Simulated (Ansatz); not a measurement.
Coupled-cluster run, `[SiH3]OCS`.

```yaml
crystal:
  periodic: [false, false, false]
  atoms:
    - {symbol: Si, position_ang: [0.135726, 1.632872, -0.205137]}
    - {symbol: O, position_ang: [-0.139493, 0.055515, -0.600053]}
    - {symbol: C, position_ang: [-0.245312, -0.955032, 0.363495]}
    - {symbol: S, position_ang: [-0.553054, -2.565173, -0.374832]}
    - {symbol: H, position_ang: [0.206574, 2.372741, -1.483953]}
    - {symbol: H, position_ang: [1.412839, 1.766492, 0.549625]}
    - {symbol: H, position_ang: [-0.964603, 2.160814, 0.647822]}
    - {symbol: H, position_ang: [-1.102165, -0.786177, 1.026352]}
    - {symbol: H, position_ang: [0.659483, -1.007649, 0.977354]}
    - {symbol: H, position_ang: [0.673004, -2.725604, -0.897873]}
basis:
  gaussian: {orbitals: def2-TZVPP}
correlation: {method: ccsd_t}
output: {orbitals: {seedname: orbitals}}
```

```sh
$ ansatz run in.yaml --threads 2 --pin off --events-out ev --progress --plain --max-ram 4352MiB
```

Output of Ansatz, abridged:

```
Functional definition: HF
1331 factors; integrals over basis functions are off by at most 1.0e-3 eV
mean field evaluation 1: about -21841.6804 eV, gradient 3.4e1 eV
mean field evaluation 2: about -21841.9661 eV, gradient 3.4e1 eV
mean field evaluation 4: about -21844.7778 eV, gradient 4.2e0 eV
mean field evaluation 8: about -21844.8456 eV, gradient 2.4e-1 eV
mean field -21844.84601215 eV, -802.7832839779 hartree, gradient 2.1e-6 eV, S^2 0.000000; 0 other end points of the search recorded, 0 dependent functions left out
12 core orbitals not correlated: weight in the atoms' cores, before any rotation towards them, 1.000 or more for the frozen orbitals, at most 0.000 for the correlated occupied ones
reference -21844.84601215 eV, -802.7832839779 hartree; 13, 13 occupied and 205, 205 virtual orbitals, 1331 factors
second order -19.41519014 eV of doubles, -0.00000000 eV of singles
cycle   1  -20.10845858 eV  change   -6.9e-1 eV  update   1.0e-1
cycle   2  -20.65631460 eV  change   -5.5e-1 eV  update   3.0e-2
cycle   3  -20.76662694 eV  change   -1.1e-1 eV  update   1.5e-2
cycle   4  -20.75689280 eV  change    9.7e-3 eV  update   3.2e-3
cycle   5  -20.75642232 eV  change    4.7e-4 eV  update   1.4e-3
cycle   6  -20.75657806 eV  change   -1.6e-4 eV  update   4.1e-4
cycle   7  -20.75632961 eV  change    2.5e-4 eV  update   1.6e-4
cycle   8  -20.75632917 eV  change    4.5e-7 eV  update   5.3e-5
cycle   9  -20.75634630 eV  change   -1.7e-5 eV  update   1.8e-5
perturbative correction -0.80357181 eV, -0.0295307193 hartree
Total energy: -21866.40593025 eV, -803.5755963544 hartree
```

Hardware: 2 threads of an INTEL XEON PLATINUM 8581C on a shared host. Wall time 63 s, peak host memory 3.8 GiB.

MP2 recovers 90.1 % of the CCSD(T) correlation energy and the triples give 3.7 %; T1 = 0.0116.
